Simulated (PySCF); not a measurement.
Coordinates in bohr (charge 0 multiplicity 3):
```
W    -0.9409    0.0000   -0.8400
N    -3.4549    0.0000    1.0164
Br    2.8064    0.0000    1.7781
```

Level of theory: UPBE0/[W def2-TZVP with ECP60, N def2-TZVP, Br def2-TZVP], scalar-relativistic core potentials, density fitting, no spin–orbit coupling, PySCF.

This geometry of BrWN is a stationary point at this level.

What is the point group?

Cs.

Is it a minimum?

Yes: all harmonic wavenumbers are real.

What are the dipole moment and the gap between the highest occupied and lowest empty levels of either spin?

4.29 D and 3.09 eV.

Give the atomic charges and bond orders.


| atom | Mulliken | Löwdin | polar tensor | spin (Mulliken) | Mayer order to W1 |
| --- | --- | --- | --- | --- | --- |
| W1 | 0.70 | 0.23 | 1.07 | 2.34 | – |
| N2 | -0.36 | -0.28 | -0.60 | -0.33 | 2.95 |
| Br3 | -0.34 | 0.04 | -0.47 | -0.01 | 1.08 |

What is the atomisation energy, with and without zero-point energy?

964 kJ/mol without, 954 kJ/mol with.

This need not be the most stable arrangement of these atoms. Other spin states or occupations of the open shell can lie lower. No spin–orbit coupling is included, which matters more the heavier the element.
